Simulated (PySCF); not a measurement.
C₄H₇O₂ (SMILES [CH2]C(=O)OCC), doublet, at a GFN2-xTB geometry; BLYP/STO-3G (PySCF).

PySCF was given this input:
```python
from pyscf import gto, scf, dft

mol = gto.M(
    atom='''
C     2.19380311    0.38683445   -0.41610812
C     0.94744808   -0.15413468    0.01548006
O     0.78949473   -0.86050377    0.99673197
O    -0.06707310    0.20395310   -0.80898082
C    -1.36262238   -0.27193610   -0.46614923
C    -2.00904991    0.58128344    0.61845913
H     2.23642411    1.01564631   -1.28491300
H     3.08342790    0.16528658    0.14237539
H    -1.28085831   -1.30959248   -0.12299128
H    -1.93619638   -0.22868007   -1.39450459
H    -1.43312028    0.50976420    1.53772328
H    -2.04834589    1.62147115    0.30390635
H    -3.01817773    0.22622710    0.80630371
''',
    basis='sto-3g',
    spin=1,
    verbose=4,
)

mf = dft.UKS(mol)
mf.xc = 'blyp'
mf.kernel()
mf.analyze()
```

The log (banner, timings and long lists left out):

```
PySCF version 2.14.0

[INPUT] verbose = 4
[INPUT] num. atoms = 13
[INPUT] num. electrons = 47
[INPUT] charge = 0
[INPUT] spin (= nelec alpha-beta = 2S) = 1
[INPUT] symmetry False subgroup None
[INPUT] Mole.unit = angstrom
[INPUT] Symbol           X                Y                Z      unit          X                Y                Z       unit  Magmom
[...]
nuclear repulsion = 239.002566868166
number of shells = 25
number of NR pGTOs = 111
number of NR cGTOs = 37
basis = sto-3g
ecp = {}

******** <class 'pyscf.dft.uks.UKS'> ********
method = UKS
initial guess = minao
damping factor = 0
level_shift factor = 0
DIIS = <class 'pyscf.scf.diis.CDIIS'>
diis_start_cycle = 1
diis_space = 8
diis_damp = 0
SCF conv_tol = 1e-09
SCF conv_tol_grad = None
SCF max_cycles = 50
direct_scf = True
direct_scf_tol = 1e-13
number electrons alpha = 24  beta = 23
XC library pyscf.dft.libxc version 7.1.2
    S. Lehtola, C. Steigemann, M. J. T. Oliveira, and M. A. L. Marques,  SoftwareX 7, 1–5 (2018)
XC functionals = blyp
    A. D. Becke,  Phys. Rev. A 38, 3098 (1988)
    C. Lee, W. Yang, and R. G. Parr,  Phys. Rev. B 37, 785 (1988)
    B. Miehlich, A. Savin, H. Stoll, and H. Preuss,  Chem. Phys. Lett. 157, 200 (1989)
radial grids:
    Treutler-Ahlrichs [JCP 102, 346 (1995); DOI:10.1063/1.469408] (M4) radial grids

becke partition: Becke, JCP 88, 2547 (1988); DOI:10.1063/1.454033
pruning grids: <function nwchem_prune>
grids dens level: 3
symmetrized grids: False
atomic radii adjust function: <function treutler_atomic_radii_adjust>
small_rho_cutoff = 0
Set gradient conv threshold to 3.16228e-05
tot grids = 153296
init E= -303.644980772292

cycle= 1 E= -302.676374579772  delta_E= 0.969  |g|= 0.534  |ddm|= 3.31
cycle= 2 E= -300.926752974939  delta_E= 1.75  |g|= 1.68  |ddm|= 2.63
cycle= 3 E= -302.690616323691  delta_E= -1.76  |g|= 0.555  |ddm|= 2.39
cycle= 4 E= -302.855343768353  delta_E= -0.165  |g|= 0.175  |ddm|= 0.912
cycle= 5 E= -302.872986084334  delta_E= -0.0176  |g|= 0.0563  |ddm|= 0.312
cycle= 6 E= -302.875375783794  delta_E= -0.00239  |g|= 0.00541  |ddm|= 0.0978
cycle= 7 E= -302.87541206935  delta_E= -3.63e-05  |g|= 0.00252  |ddm|= 0.0181
cycle= 8 E= -302.875417454808  delta_E= -5.39e-06  |g|= 0.000829  |ddm|= 0.00543
cycle= 9 E= -302.875417910585  delta_E= -4.56e-07  |g|= 0.000341  |ddm|= 0.00167
cycle= 10 E= -302.875417981883  delta_E= -7.13e-08  |g|= 0.00014  |ddm|= 0.000489
cycle= 11 E= -302.875417995851  delta_E= -1.4e-08  |g|= 2.39e-05  |ddm|= 0.000239
[...]
converged SCF energy = -302.875417996105  <S^2> = 0.7569761  2S+1 = 2.006964
Total Energy =                        -302.875417996105284
[...]
spin_pop of  2 O 1s       -0.00000
spin_pop of  2 O 2s        0.00186
spin_pop of  2 O 2px       0.00381
spin_pop of  2 O 2py       0.15036
spin_pop of  2 O 2pz       0.07309
spin_pop of  3 O 1s       -0.00000
spin_pop of  3 O 2s       -0.00061
spin_pop of  3 O 2px       0.00160
spin_pop of  3 O 2py       0.01633
spin_pop of  3 O 2pz       0.00868
spin_pop of  4 C 1s       -0.00000
spin_pop of  4 C 2s       -0.00035
spin_pop of  4 C 2px      -0.00148
spin_pop of  4 C 2py      -0.00033
spin_pop of  4 C 2pz      -0.00029
spin_pop of  5 C 1s        0.00000
spin_pop of  5 C 2s        0.00061
spin_pop of  5 C 2px       0.00089
spin_pop of  5 C 2py       0.00068
spin_pop of  5 C 2pz       0.00032
spin_pop of  6 H 1s       -0.02613
spin_pop of  7 H 1s       -0.02641
spin_pop of  8 H 1s        0.00064
spin_pop of  9 H 1s        0.00020
spin_pop of  10 H 1s       -0.00012
spin_pop of  11 H 1s       -0.00004
spin_pop of  12 H 1s        0.00009
 ** Mulliken Spin Density (per atom)  **
spin density of  0 C =      0.87923
spin density of  1 C =     -0.08263
spin density of  2 O =      0.22911
spin density of  3 O =      0.02600
spin density of  4 C =     -0.00244
spin density of  5 C =      0.00250
spin density of  6 H =     -0.02613
spin density of  7 H =     -0.02641
spin density of  8 H =      0.00064
spin density of  9 H =      0.00020
spin density of  10 H =     -0.00012
spin density of  11 H =     -0.00004
spin density of  12 H =      0.00009
 ** Mulliken pop alpha/beta on meta-lowdin orthogonal AOs **
 ** Mulliken pop       alpha | beta **
[...]
In total            24.00000 | 23.00000
 ** Mulliken atomic charges   ( Nelec_alpha | Nelec_beta ) **
charge of  0C =     -0.08999  (     3.48461      2.60538 )
charge of  1C =      0.11596  (     2.90070      2.98334 )
charge of  2O =     -0.16977  (     4.19944      3.97033 )
charge of  3O =     -0.09965  (     4.06282      4.03683 )
charge of  4C =      0.01067  (     2.99344      2.99588 )
charge of  5C =     -0.14818  (     3.07534      3.07284 )
charge of  6H =      0.05778  (     0.45804      0.48418 )
charge of  7H =      0.06028  (     0.45666      0.48306 )
charge of  8H =      0.05004  (     0.47530      0.47466 )
charge of  9H =      0.05029  (     0.47496      0.47475 )
charge of  10H =      0.05632  (     0.47178      0.47190 )
charge of  11H =      0.05184  (     0.47406      0.47410 )
charge of  12H =      0.05440  (     0.47284      0.47275 )
Dipole moment(X, Y, Z, Debye): -0.52108,  0.57555, -0.75746
```
